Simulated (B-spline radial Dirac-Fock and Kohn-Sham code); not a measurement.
## Binding energies of W⁺ in different valence configurations

These are calculated numbers from a radial B-spline solver; the model is multi-electron Dirac-Fock with separately optimised hole states, Breit and Lamb-shift corrections added in first order. Correlation and solid-state effects are left out.

Reference: the tabulated ground configuration [Xe] 4f14 5d4 6s1, with 3s 2842.0 eV, 4s 617.6 eV, 4d3/2 276.0 eV, 4f7/2 46.94 eV, 5p1/2 64.66 eV, 5p3/2 54.86 eV, Kα1 59314.9 eV, Kβ1 67236.1 eV, Lα1 8396.9 eV, Lβ2 9958.2 eV.

**Question.** One of these configurations gives the following shifts from the reference, in eV: average energy +4.77, 3s +1.53, 4s +1.53, 4d3/2 +1.55, 4f7/2 +1.54, 5p1/2 +1.54, 5p3/2 +1.51, Kα1 +0.03, Kβ1 +0.03, Lα1 0.00, Lβ2 -0.01. Which?
A. [Xe] 4f14 5d5
B. [Xe] 4f14 5d3 6s2
C. [Xe] 4f14 5d3 6s1 6p1
D. [Xe] 4f14 5d4 6p1

**Answer.** D. The others give [Xe] 4f14 5d3 6s2: 3s +3.59; [Xe] 4f14 5d3 6s1 6p1: 3s +4.96; [Xe] 4f14 5d5: 3s -3.23.
